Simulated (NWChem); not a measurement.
System: AlH4 anion; SMILES [AlH4-]

NWChem input:

```
start job
memory heap 200 mb stack 900 mb global 1100 mb
charge -1
geometry units angstroms noautosym nocenter noautoz
  Al     0.000000     0.000000     0.000000
  H     -0.948775     0.948775    -0.948788
  H      0.948775    -0.948775    -0.948788
  H     -0.948775    -0.948775     0.948788
  H      0.948775     0.948775     0.948788
end
basis spherical
  * library pcsseg-2
end
dft
  xc b3lyp
  iterations 150
end
property
  shielding 2 1 2
end
task dft property
```

Parts of the log:

```
             Northwest Computational Chemistry Package (NWChem) 7.3.0
             --------------------------------------------------------

                             Geometry "geometry" -> ""
                             -------------------------

 Output coordinates in angstroms (scale by  1.889725989 to convert to a.u.)

  No.       Tag          Charge          X              Y              Z
 ---- ---------------- ---------- -------------- -------------- --------------
    1 Al                  13.0000     0.00000000     0.00000000     0.00000000
    2 H                    1.0000    -0.94877500     0.94877500    -0.94878800
    3 H                    1.0000     0.94877500    -0.94877500    -0.94878800
    4 H                    1.0000    -0.94877500    -0.94877500     0.94878800
    5 H                    1.0000     0.94877500     0.94877500     0.94878800

 Effective nuclear repulsion energy (a.u.)      17.9279063930

                              NWChem Property Module
                              ----------------------

  itol2e modified to match energy
  convergence criterion.

                                 NWChem DFT Module
                                 -----------------

 Summary of "ao basis" -> "ao basis" (spherical)
 ------------------------------------------------------------------------------
       Tag                 Description            Shells   Functions and Types
 ---------------- ------------------------------  ------  ---------------------
 Al                         pcsseg-2                15       43   5s7p2d1f
 H                          pcsseg-2                 6       14   3s2p1d

  itol2e modified to match energy
  convergence criterion.

            General Information
            -------------------
          SCF calculation type: DFT
          Wavefunction type:  closed shell.
          No. of atoms     :     5
          No. of electrons :    18
           Alpha electrons :     9
            Beta electrons :     9
          Charge           :    -1
          Spin multiplicity:     1
          Use of symmetry is: off; symmetry adaption is: off
          Maximum number of iterations: 150
          AO basis - number of functions:    99
                     number of shells:    39
          Convergence on energy requested:  1.00D-07
          Convergence on density requested:  1.00D-05
          Convergence on gradient requested:  5.00D-04

              XC Information
              --------------
                         B3LYP Method XC Potential
                     Hartree-Fock (Exact) Exchange  0.200
                        Slater Exchange Functional  0.800 local
                    Becke 1988 Exchange Functional  0.720 non-local
              Lee-Yang-Parr Correlation Functional  0.810
                  VWN I RPA Correlation Functional  0.190 local

             Grid Information
             ----------------
          Grid used for XC integration:  fine
          Radial quadrature: Mura-Knowles
          Angular quadrature: Lebedev.
          Tag              B.-S. Rad. Rad. Pts. Rad. Cut. Ang. Pts.
          ---              ---------- --------- --------- ---------
          Al                  1.25      123          10.0       770
          H                   0.35       60          10.0       590
          Grid pruning is: on
          Number of quadrature shells:   363
          Spatial weights used:  Erf1

      Superposition of Atomic Density Guess
      -------------------------------------

 Sum of atomic energies:        -243.87606197

 Renormalizing density from      17.00 to     18

      Non-variational initial energy
      ------------------------------

 Total energy =    -252.246220
 1-e energy   =    -396.042760
 2-e energy   =     125.868633
 HOMO         =      -0.052091
 LUMO         =       0.264067

   convergence    iter        energy       DeltaE   RMS-Dens  Diis-err
 ---------------- ----- ----------------- --------- --------- ---------
 d= 0,ls=0.0,diis     1   -244.7075473985 -2.63D+02  1.17D-02  5.49D+00
 d= 0,ls=0.0,diis     2   -244.8082865275 -1.01D-01  5.95D-03  1.88D+00
 d= 0,ls=0.0,diis     3   -244.8925929308 -8.43D-02  7.60D-04  6.14D-03
 d= 0,ls=0.0,diis     4   -244.8933781768 -7.85D-04  1.97D-04  3.08D-04
 d= 0,ls=0.0,diis     5   -244.8934477209 -6.95D-05  1.28D-05  9.67D-07
 d= 0,ls=0.0,diis     6   -244.8934479700 -2.49D-07  1.14D-06  9.81D-09
 d= 0,ls=0.0,diis     7   -244.8934479721 -2.16D-09  6.62D-08  3.53D-11

         Total DFT energy =     -244.893447972140
      One electron energy =     -379.193801163066
           Coulomb energy =      136.694053034854
    Exchange-Corr. energy =      -20.321606236897
 Nuclear repulsion energy =       17.927906392968

 Numeric. integr. density =       18.000001020699

                       DFT Final Molecular Orbital Analysis
                       ------------------------------------

 Vector    7  Occ=2.000000D+00  E=-7.926411D-02
              MO Center= -9.5D-04,  5.2D-04, -3.2D-07, r^2= 3.5D+00
   Bfn.  Coefficient  Atom+Function         Bfn.  Coefficient  Atom+Function
  ----- ------------  ---------------      ----- ------------  ---------------
    45      0.181379  2 H  s                 59      0.181030  3 H  s
    73     -0.181255  4 H  s                 87     -0.181154  5 H  s
    23     -0.163550  1 Al pz                46      0.161086  2 H  s
    60      0.160776  3 H  s                 74     -0.160976  4 H  s
    88     -0.160886  5 H  s                 44      0.140555  2 H  s

 Vector    8  Occ=2.000000D+00  E=-7.926279D-02
              MO Center=  7.5D-04, -7.2D-04, -7.6D-01, r^2= 2.9D+00
   Bfn.  Coefficient  Atom+Function         Bfn.  Coefficient  Atom+Function
  ----- ------------  ---------------      ----- ------------  ---------------
    45      0.256091  2 H  s                 59     -0.256339  3 H  s
    46      0.227441  2 H  s                 60     -0.227661  3 H  s
    44      0.198451  2 H  s                 58     -0.198643  3 H  s
    22      0.117851  1 Al py                21     -0.113402  1 Al px
    19      0.083594  1 Al py                18     -0.080438  1 Al px

 Vector    9  Occ=2.000000D+00  E=-7.926279D-02
              MO Center=  1.9D-04,  2.0D-04,  7.6D-01, r^2= 2.9D+00
   Bfn.  Coefficient  Atom+Function         Bfn.  Coefficient  Atom+Function
  ----- ------------  ---------------      ----- ------------  ---------------
    73      0.256182  4 H  s                 87     -0.256248  5 H  s
    74      0.227522  4 H  s                 88     -0.227581  5 H  s
    72      0.198521  4 H  s                 86     -0.198573  5 H  s
    21     -0.117852  1 Al px                22     -0.113402  1 Al py
    18     -0.083594  1 Al px                19     -0.080438  1 Al py

 Vector   10  Occ=0.000000D+00  E= 1.925483D-01
              MO Center= -1.3D-04,  1.3D-04,  8.9D-01, r^2= 9.3D+00
   Bfn.  Coefficient  Atom+Function         Bfn.  Coefficient  Atom+Function
  ----- ------------  ---------------      ----- ------------  ---------------
    24      1.331723  1 Al px                25     -1.323271  1 Al py
    46      1.195750  2 H  s                 60     -1.195923  3 H  s
    44      0.084857  2 H  s                 58     -0.084869  3 H  s
    33     -0.066193  1 Al d -1              35     -0.065773  1 Al d  1
    21     -0.058258  1 Al px                22      0.057888  1 Al py

 Vector   11  Occ=0.000000D+00  E= 1.925483D-01
              MO Center=  4.2D-04,  4.1D-04, -8.9D-01, r^2= 9.3D+00
   Bfn.  Coefficient  Atom+Function         Bfn.  Coefficient  Atom+Function
  ----- ------------  ---------------      ----- ------------  ---------------
    25      1.331723  1 Al py                24      1.323271  1 Al px
    74      1.196117  4 H  s                 88     -1.195557  5 H  s
    72      0.084883  4 H  s                 86     -0.084843  5 H  s
    35      0.066193  1 Al d  1              33     -0.065773  1 Al d -1
    22     -0.058258  1 Al py                21     -0.057888  1 Al px

 Vector   12  Occ=0.000000D+00  E= 1.925491D-01
              MO Center= -2.9D-04, -5.4D-04, -5.8D-08, r^2= 1.0D+01
   Bfn.  Coefficient  Atom+Function         Bfn.  Coefficient  Atom+Function
  ----- ------------  ---------------      ----- ------------  ---------------
    26      1.877409  1 Al pz                46      0.845724  2 H  s
    60      0.845482  3 H  s                 74     -0.845206  4 H  s
    88     -0.845999  5 H  s                 32     -0.093314  1 Al d -2
    23     -0.082135  1 Al pz                44      0.060016  2 H  s
    58      0.059999  3 H  s                 72     -0.059979  4 H  s

     Multipole analysis of the density
     ---------------------------------

     L   x y z        total         alpha         beta         nuclear
     -   - - -        -----         -----         ----         -------
     0   0 0 0     -1.000000     -9.000000     -9.000000     17.000000

     1   1 0 0     -0.000000     -0.000000     -0.000000      0.000000
     1   0 1 0      0.000000      0.000000      0.000000      0.000000
     1   0 0 1     -0.000000     -0.000000     -0.000000      0.000000

     2   2 0 0    -19.329372    -16.093845    -16.093845     12.858317
     2   1 1 0     -0.000000     -0.000000     -0.000000      0.000000
     2   1 0 1      0.000000      0.000000      0.000000      0.000000
     2   0 2 0    -19.329372    -16.093845    -16.093845     12.858317
     2   0 1 1     -0.000000     -0.000000     -0.000000      0.000000
     2   0 0 2    -19.329479    -16.094074    -16.094074     12.858669

          -----------------------------------------
          Chemical Shielding Tensors (GIAO, in ppm)
          -----------------------------------------

                                NWChem CPHF Module
                                ------------------

  scftype          =     RHF
  nclosed          =        9
  nopen            =        0
  variables        =      810
  # of vectors     =        3
  tolerance        = 0.10D-03
  level shift      = 0.00D+00
  max iterations   =       50
  max subspace     =       30

 SCF residual:    2.0602821370347939E-007

Iterative solution of linear equations
  No. of variables      810
  No. of equations        3
  Maximum subspace       30
        Iterations       50
       Convergence  1.0D-04

   iter   nsub   residual    time
   ----  ------  --------  ---------
     1      3    1.45D-01      23.0
     2      6    4.94D-03      25.2
     3      9    9.25D-05      27.4

      Atom:    1  Al
        Diamagnetic
    794.3998     -0.0000      0.0000
     -0.0000    794.3998     -0.0000
      0.0000     -0.0000    794.3997

        Paramagnetic
   -316.0473     -0.0000      0.0000
     -0.0000   -316.0473     -0.0000
      0.0000     -0.0000   -316.0504

        Total Shielding Tensor
    478.3525     -0.0000      0.0000
     -0.0000    478.3525     -0.0000
      0.0000     -0.0000    478.3493

           isotropic =     478.3514
          anisotropy =       0.0016

          Principal Components and Axis System
                 1           2           3
              478.3525    478.3525    478.3493

      1        -0.6693      0.7430     -0.0004
      2         0.7430      0.6693      0.0005
      3        -0.0006     -0.0000      1.0000

      Atom:    2  H
        Diamagnetic
     29.3220     -2.5645      2.5645
     -2.5645     29.3220     -2.5645
      2.5645     -2.5645     29.3220

        Paramagnetic
     -1.0188      0.9879     -0.9880
      0.9879     -1.0188      0.9880
     -0.9880      0.9880     -1.0189

        Total Shielding Tensor
     28.3032     -1.5765      1.5765
     -1.5765     28.3032     -1.5765
      1.5765     -1.5765     28.3032

           isotropic =      28.3032
          anisotropy =       4.7295

          Principal Components and Axis System
                 1           2           3
               31.4562     26.7267     26.7267

      1        -0.5774     -0.4080      0.7072
      2         0.5774      0.4085      0.7070
      3        -0.5773      0.8165     -0.0002
```

Level: B3LYP/pcSseg-2, GIAO. Sets without diffuse functions describe the anion's extra electron poorly. Coordinates come from a B3LYP/def2-SVPD optimisation. The printed shielding anisotropy is the first printed principal value minus the mean of the other two.
